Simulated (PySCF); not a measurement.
PySCF input for Ti(F)3(Cl)(NH3) (ClF₃H₃NTi), SMILES [NH3]->[Ti]([F])([F])([F])[Cl], multiplicity 1, TDDFT-ωB97X/def2-SVPD. The structure is a stationary point at B3LYP-D3(BJ)/def2-SVP. The multiplicity is an assumed one; other spin states were not compared.

```python
import numpy as np
from pyscf import gto, scf, dft, tdscf

mol = gto.M(
    atom='''
    Ti    0.16715158   -0.33839739    0.00000000
    F    -0.32627090   -1.10706312    1.49566590
    F     1.84652392   -0.81501635   -0.00000000
    F    -0.32627090   -1.10706312   -1.49566590
    Cl    0.43593698    1.88202159   -0.00000000
    N    -2.07594702    0.24274157    0.00000000
    H    -2.31353074    0.79947118    0.82293605
    H    -2.67541177   -0.58547458   -0.00000000
    H    -2.31353074    0.79947119   -0.82293606
    ''',
    basis='def2-SVPD',
    charge=0,
    spin=0,
    symmetry=True,
    max_memory=1600,
    verbose=4,
)
mf = dft.RKS(mol, xc='wb97x').density_fit(auxbasis='def2-universal-jkfit')
mf.grids.level = 3
mf.conv_tol = 1e-9
mf.max_cycle = 100
mf.kernel()
mf.grids = dft.Grids(mol).set(level=1).build(with_non0tab=True)  # coarser grid for the response kernel
td = tdscf.TDDFT(mf)
td.singlet = True
td.nstates = 10
td.conv_tol = 1e-4
td.positive_eig_threshold = 1e-6
td.kernel(x0=td.get_init_guess(mf, 15))
td.analyze()
tt = tdscf.TDA(mf)
tt.singlet = False
tt.nstates = 4
tt.conv_tol = 1e-4
tt.positive_eig_threshold = 1e-6
tt.kernel(x0=tt.get_init_guess(mf, 9))
tt.analyze(verbose=3)
```

Program output:

```
PySCF version 2.14.0

[INPUT] verbose = 4
[INPUT] num. atoms = 9
[INPUT] num. electrons = 76
[INPUT] charge = 0
[INPUT] spin (= nelec alpha-beta = 2S) = 0
[INPUT] symmetry True subgroup None
[INPUT] Mole.unit = angstrom
[INPUT] Symbol           X                Y                Z      unit          X                Y                Z       unit  Magmom
[INPUT]  1 Ti     0.167151580000  -0.338397390000   0.000000000000 AA    0.315870707488  -0.639478388368   0.000000000000 Bohr   0.0
[INPUT]  2 F     -0.326270900000  -1.107063120000   1.495665900000 AA   -0.616562643415  -2.092046099407   2.826398924851 Bohr   0.0
[INPUT]  3 F      1.846523920000  -0.815016350000   0.000000000000 AA    3.489424491258  -1.540157688543   0.000000000000 Bohr   0.0
[INPUT]  4 F     -0.326270900000  -1.107063120000  -1.495665900000 AA   -0.616562643415  -2.092046099407  -2.826398924851 Bohr   0.0
[INPUT]  5 Cl     0.435936980000   1.882021590000   0.000000000000 AA    0.823801499770   3.556505365618   0.000000000000 Bohr   0.0
[INPUT]  6 N     -2.075947020000   0.242741570000   0.000000000000 AA   -3.922971316907   0.458715086347   0.000000000000 Bohr   0.0
[INPUT]  7 H     -2.313530740000   0.799471180000   0.822936050000 AA   -4.371939479362   1.510781574683   1.555123752531 Bohr   0.0
[INPUT]  8 H     -2.675411770000  -0.585474580000   0.000000000000 AA   -5.055795515738  -1.106386609095   0.000000000000 Bohr   0.0
[INPUT]  9 H     -2.313530740000   0.799471190000  -0.822936060000 AA   -4.371939479362   1.510781593580  -1.555123771429 Bohr   0.0

nuclear repulsion = 522.639417609534
point group symmetry = Cs
symmetry origin: [ 2.73512996e-09 -1.98918542e-09 -2.48648175e-10]
symmetry axis x: [ 1.00000000e+00 -2.52927577e-09  5.39823123e-10]
symmetry axis y: [-2.52927577e-09 -1.00000000e+00  3.16969170e-10]
symmetry axis z: [-5.39823122e-10  3.16969356e-10  1.00000000e+00]
num. orbitals of irrep A' = 109
num. orbitals of irrep A" = 65
number of shells = 70
number of NR pGTOs = 280
number of NR cGTOs = 174
basis = def2-SVPD
ecp = {}


******** <class 'pyscf.df.df_jk.DFSymAdaptedRKS'> ********
method = DFSymAdaptedRKS
initial guess = minao
damping factor = 0
level_shift factor = 0
DIIS = <class 'pyscf.scf.diis.CDIIS'>
diis_start_cycle = 1
diis_space = 8
diis_damp = 0
SCF conv_tol = 1e-09
SCF conv_tol_grad = None
SCF max_cycles = 100
direct_scf = False
XC library pyscf.dft.libxc version 7.1.2
    S. Lehtola, C. Steigemann, M. J. T. Oliveira, and M. A. L. Marques,  SoftwareX 7, 1–5 (2018)
XC functionals = wb97x
    J.-D. Chai and M. Head-Gordon,  J. Chem. Phys. 128, 084106 (2008)
radial grids:
    Treutler-Ahlrichs [JCP 102, 346 (1995); DOI:10.1063/1.469408] (M4) radial grids

becke partition: Becke, JCP 88, 2547 (1988); DOI:10.1063/1.454033
pruning grids: <function nwchem_prune>
grids dens level: 3
symmetrized grids: True
atomic radii adjust function: <function treutler_atomic_radii_adjust>
small_rho_cutoff = 0
Freeze 0 electrons in irreps []
    76 free electrons in irreps A' A"
Set gradient conv threshold to 3.16228e-05
Initial guess from minao.
tot grids = 125896
******** <class 'pyscf.df.df.DF'> ********
auxbasis = def2-universal-jkfit
Create RSH-DF object <pyscf.df.df.DF object> for omega=0.3
******** <class 'pyscf.df.df.DF'> ********
auxbasis = auxmol.basis = def2-universal-jkfit
init E= -1665.05285735712
HOMO (A') = -0.395134222841855  LUMO (A') = -0.0672014479917169  gap/eV = 8.92351
cycle= 1 E= -1665.09729934988  delta_E= -0.0444  |g|=  1.3  |ddm|=  3.7
HOMO (A") = -0.384954544008944  LUMO (A') = -0.277917062062472  gap/eV = 2.91264
cycle= 2 E= -1661.41876827704  delta_E= 3.68  |g|= 5.39  |ddm|= 3.91
HOMO (A') = -0.394527141457614  LUMO (A') = -0.0631740877899456  gap/eV = 9.01658
cycle= 3 E= -1665.45379777176  delta_E= -4.04  |g|= 0.515  |ddm|=  2.7
HOMO (A') = -0.425978039928027  LUMO (A') = -0.0703674837585453  gap/eV = 9.67666
cycle= 4 E= -1665.48932104062  delta_E= -0.0355  |g|= 0.161  |ddm|= 0.281
HOMO (A') = -0.428451130335816  LUMO (A') = -0.0404256480613228  gap/eV = 10.55871
cycle= 5 E= -1665.49409752659  delta_E= -0.00478  |g|= 0.0488  |ddm|= 0.191
HOMO (A') = -0.424816676794564  LUMO (A') = -0.0304292815932055  gap/eV = 10.73183
cycle= 6 E= -1665.49453134105  delta_E= -0.000434  |g|= 0.0119  |ddm|= 0.0755
HOMO (A') = -0.424365584444327  LUMO (A') = -0.032500453249547  gap/eV = 10.66319
cycle= 7 E= -1665.49456570587  delta_E= -3.44e-05  |g|= 0.00445  |ddm|= 0.0208
HOMO (A') = -0.425261760927579  LUMO (A') = -0.0321292681955483  gap/eV = 10.69768
cycle= 8 E= -1665.49457153669  delta_E= -5.83e-06  |g|= 0.000957  |ddm|= 0.00748
HOMO (A') = -0.425146773594883  LUMO (A') = -0.0320903823928966  gap/eV = 10.69561
cycle= 9 E= -1665.49457226455  delta_E= -7.28e-07  |g|= 0.000327  |ddm|= 0.00239
HOMO (A') = -0.425198430740763  LUMO (A') = -0.0320656316157817  gap/eV = 10.69769
cycle= 10 E= -1665.49457237101  delta_E= -1.06e-07  |g|= 0.000127  |ddm|= 0.000955
HOMO (A') = -0.425192202350652  LUMO (A') = -0.0320702880756927  gap/eV = 10.69739
cycle= 11 E= -1665.49457238926  delta_E= -1.83e-08  |g|= 5.32e-05  |ddm|= 0.000482
HOMO (A') = -0.425194394784761  LUMO (A') = -0.0320674873145599  gap/eV = 10.69753
cycle= 12 E= -1665.49457239091  delta_E= -1.65e-09  |g|= 2.35e-05  |ddm|= 0.000105
HOMO (A') = -0.425193344232665  LUMO (A') = -0.0320675617831969  gap/eV = 10.69750
cycle= 13 E= -1665.49457239125  delta_E= -3.43e-10  |g|= 6.36e-06  |ddm|= 6.16e-05
HOMO (A') = -0.425193236985902  LUMO (A') = -0.0320665831600926  gap/eV = 10.69752
Extra cycle  E= -1665.49457239129  delta_E= -3.18e-11  |g|= 5.85e-06  |ddm|= 2.29e-05
converged SCF energy = -1665.49457239129
tot grids = 42208
Overwritten attributes  positive_eig_threshold  of <class 'pyscf.tdscf.rks.TDDFT'>


******** <class 'pyscf.tdscf.rks.TDDFT'> for <class 'pyscf.df.df_jk.DFSymAdaptedRKS'> ********
nstates = 10 singlet
deg_eia_thresh = 1.000e-03
wfnsym = None
conv_tol = 0.0001
eigh lindep = 1e-12
eigh level_shift = 0
eigh max_cycle = 100


Excitation energies (eV)
[5.10455142 5.18624852 5.22767121 5.65809118 5.69743862 5.72400536
 5.93577162 6.00487099 6.15673373 6.37417387]

** Singlet excitation energies and oscillator strengths **
Excited State   1:   A'      5.10455 eV    242.89 nm  f=0.0157
      37 -> 40        0.17707
      38 -> 39        0.66501
Excited State   2:   A"      5.18625 eV    239.06 nm  f=0.0002
      37 -> 39        0.46537
      38 -> 40        0.52452
Excited State   3:   A"      5.22767 eV    237.17 nm  f=0.0000
      37 -> 39        0.52859
      38 -> 40       -0.46227
Excited State   4:   A'      5.65809 eV    219.13 nm  f=0.0112
      36 -> 39       -0.14850
      36 -> 41        0.10670
      37 -> 40        0.48155
      38 -> 41        0.47087
Excited State   5:   A'      5.69744 eV    217.61 nm  f=0.0088
      36 -> 39        0.19311
      36 -> 41       -0.11370
      37 -> 40       -0.40859
      38 -> 41        0.52107
Excited State   6:   A'      5.72401 eV    216.60 nm  f=0.0062
      36 -> 39       -0.64805
      37 -> 40       -0.19746
      38 -> 39        0.11651
Excited State   7:   A"      5.93577 eV    208.88 nm  f=0.0002
      36 -> 40        0.20185
      37 -> 41        0.67350
Excited State   8:   A"      6.00487 eV    206.47 nm  f=0.0018
      36 -> 40       -0.66562
      37 -> 41        0.20044
Excited State   9:   A"      6.15673 eV    201.38 nm  f=0.0003
      38 -> 42       -0.69631
Excited State  10:  ???      6.37417 eV    194.51 nm  f=0.0003
      35 -> 39        0.68359

** Transition electric dipole moments (AU) **
state          X           Y           Z        Dip. S.      Osc.
  1        -0.0746     -0.3462      0.0000      0.1254      0.0157
  2        -0.0000      0.0000     -0.0379      0.0014      0.0002
  3        -0.0000      0.0000      0.0050      0.0000      0.0000
  4         0.2111      0.1911      0.0000      0.0811      0.0112
  5        -0.0678     -0.2425      0.0000      0.0634      0.0088
  6         0.1484     -0.1482      0.0000      0.0440      0.0062
  7         0.0000     -0.0000      0.0409      0.0017      0.0002
  8         0.0000     -0.0000      0.1116      0.0125      0.0018
  9         0.0000     -0.0000      0.0474      0.0022      0.0003
 10        -0.0100      0.0412     -0.0000      0.0018      0.0003

** Transition velocity dipole moments (imaginary part, AU) **
state          X           Y           Z        Dip. S.      Osc.
  1        -0.0138     -0.0623     -0.0000      0.0041      0.0145
  2        -0.0000      0.0000     -0.0075      0.0001      0.0002
  3        -0.0000      0.0000      0.0011      0.0000      0.0000
  4         0.0395      0.0388      0.0000      0.0031      0.0098
  5        -0.0133     -0.0490     -0.0000      0.0026      0.0082
  6         0.0281     -0.0315     -0.0000      0.0018      0.0057
  7         0.0000     -0.0000      0.0045      0.0000      0.0001
  8        -0.0000     -0.0000      0.0234      0.0005      0.0017
  9        -0.0000      0.0000      0.0092      0.0001      0.0002
 10        -0.0009      0.0077      0.0000      0.0001      0.0002

** Transition magnetic dipole moments (imaginary part, AU) **
state          X           Y           Z
  1        -0.0000      0.0000     -0.2291
  2        -0.1551      0.3597     -0.0000
  3         0.1646     -0.1105     -0.0000
  4        -0.0000      0.0000      0.6961
  5        -0.0000     -0.0000     -0.0869
  6        -0.0000     -0.0000      1.0614
  7        -0.6091      0.0769     -0.0000
  8         0.4385     -0.1321     -0.0000
  9         0.0881      0.0697     -0.0000
 10        -0.0000     -0.0000     -0.6873
Overwritten attributes  positive_eig_threshold  of <class 'pyscf.tdscf.rks.TDA'>


******** <class 'pyscf.tdscf.rks.TDA'> for <class 'pyscf.df.df_jk.DFSymAdaptedRKS'> ********
nstates = 4 triplet
deg_eia_thresh = 1.000e-03
wfnsym = None
conv_tol = 0.0001
eigh lindep = 1e-12
eigh level_shift = 0
eigh max_cycle = 100


Excitation energies (eV)
[4.77974416 5.10494598 5.17398194 5.35399775]

** Triplet excitation energies and oscillator strengths **
Excited State   1:   A'      4.77974 eV    259.40 nm  f=0.0000
Excited State   2:   A"      5.10495 eV    242.87 nm  f=0.0000
Excited State   3:   A"      5.17398 eV    239.63 nm  f=0.0000
Excited State   4:   A'      5.35400 eV    231.57 nm  f=0.0000
```

The calculation finished and met its thresholds.

Cost: around 9 core-minutes (rough).
